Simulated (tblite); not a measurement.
C₃H₇FSi₂.
Atom-mapped SMILES: `[CH:1]#[C:2][SiH2:3][CH2:4][SiH2:5][F:6]` (hydrogens: H7 on C1; H8, H9 on Si3; H10, H11 on C4; H12, H13 on Si5)

Structure used (GFN2-xTB), in Å, numbered top down from 1:
```xyz
13
C3H7FSi2 angstrom
C      2.879    0.483    0.569
C      1.979   -0.031   -0.040
Si     0.601   -0.820   -0.993
C     -0.957    0.258   -0.764
Si    -1.613    0.353    1.007
F     -1.887   -1.161    1.495
H      3.668    0.930    1.103
H      0.984   -0.833   -2.413
H      0.386   -2.182   -0.497
H     -1.743   -0.133   -1.413
H     -0.745    1.266   -1.119
H     -0.638    0.878    1.951
H     -2.920    0.993    1.096
```

Calculated harmonic vibrations of the isolated species, GFN2-xTB (tblite), most abundant isotopes, no scaling. Errors from tens to a few hundred cm⁻¹ against measured bands are possible. Modes of hydrogen on silicon can be 10 to 20 % off. One conformer, not necessarily the lowest.

Harmonic wavenumbers (cm⁻¹): 28.8, 62.7, 95.8, 154.5, 211.8, 232.5, 283.5, 455.1, 487.0, 547.5, 575.1, 633.6, 642.0, 654.7, 683.1, 684.2, 742.9, 753.6, 777.9, 781.8, 799.5, 843.4, 1023.4, 1142.1, 1452.8, 2189.1, 2209.5, 2244.0, 2298.0, 2337.7, 2968.0, 2986.5, 3349.5.

A = 3469, B = 1232, C = 1099 MHz; mass 118.007 u (most abundant isotopes); point group C1, symmetry number 1.

Q: What is the zero-point energy?

A: Half the sum of the wavenumbers: 17666 cm⁻¹ = 211.33 kJ/mol.

Q: Give the ideal-gas entropy at 200 K and 1 bar in the rigid-rotor, harmonic-oscillator model (classical rotation).

A: Translation 160.06, rotation 114.75, vibration 77.50: S = 352.3 J/(mol K).

Q: And Cp and H(200 K) − H(0)?

A: Cp = 111.06 J/(mol K), of which vibrations give 77.81 (their classical limit is 33 R = 274.4); H(200 K) − H(0) = 14.58 kJ/mol without the zero-point energy, 7.93 from vibrations.

Q: Blend soft modes into free rotors: weight 1/[1 + (100 cm⁻¹/ν̃)⁴] for the oscillator and the rest for a rotor with moment μB/(μ + B), μ = h/(8π²ν), B = 10⁻⁴⁴ kg m². What vibrational entropy results?

A: 68.86 J/(mol K) in place of 77.50, which changes −T·S at 200 K by +1.73 kJ/mol.

Q: How do the functions run with temperature in this model?

A: 
```tsv
T (K)	S (J/(mol K))	Cp (J/(mol K))	H − H(0) (kJ/mol)	G − H(0) (kJ/mol)	ln q(vib)
50	246.1	55.4	2.19	-10.12	0.83
100	290.3	73.5	5.43	-23.61	2.11
298.15	403.7	147.6	27.34	-93.03	6.88
373.15	439.3	169.1	39.25	-124.66	8.63
500	492.6	195.4	62.47	-183.85	11.51
750	578.7	228.7	115.81	-318.21	16.69
1000	647.6	250.3	175.86	-471.79	21.25
```

q(vib) and H(0) count from the zero-point level.

Q: Which modes carry the vibrational entropy at 200 K?

A: 28.8 cm⁻¹: 21.42; 62.7 cm⁻¹: 15.00; 95.8 cm⁻¹: 11.57; 154.5 cm⁻¹: 7.85; 211.8 cm⁻¹: 5.57; 232.5 cm⁻¹: 4.94 J/(mol K); the other 27 give 11.14 together.

Hindered rotation and anharmonicity are outside this model. Other conformers, if any are populated, would add a mixing term that is left out. The structure is chiral; the term R ln 2 for an equal mix with its mirror image is left out.

The run took 0.59 s wall on an Arm Neoverse N1 with one thread, no GPU, shared host with 64 logical CPUs at a one-minute load of 50. This covers the Hessian and the dipole derivatives.
